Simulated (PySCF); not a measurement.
Delta-SCF ions had no search for a lower state. Excitations are Tamm–Dancoff values on a coarser integration grid. The basis has no diffuse functions, so Rydberg states are missing or too high.

Cartesian coordinates (Å):
```xyz
13

N      0.7186     0.1384     1.5549
Si    -0.0005     0.0018    -0.0003
N     -0.6648    -1.5827     0.0482
N      1.1153     0.2317    -1.2873
N     -1.1711     1.2199    -0.3170
H      1.3215     0.9192     1.7639
H      0.1976    -0.1420     2.3722
H     -0.1043    -2.3488     0.3904
H     -1.2854    -1.8912    -0.6842
H      1.8437    -0.4466    -1.4494
H      1.4349     1.1622    -1.5108
H     -1.8817     1.4255     0.3681
H     -1.5302     1.3358    -1.2528
```
Charge 0, spin multiplicity 1.

Question: Give the brightest of the four lowest singlets (TDA), T1 excitation (TDA), vertical ionisation energy (Delta-SCF), LUMO and HOMO at the level PySCF 2.14.0 with r2SCAN-D4/def2-TZVP.

Answer: 
- brightest of the four lowest singlets (TDA) = 6.94 eV
- T1 excitation (TDA) = 6.06 eV
- vertical ionisation energy (Delta-SCF) = 8.31 eV
- LUMO = 0.77 eV
- HOMO = -5.54 eV
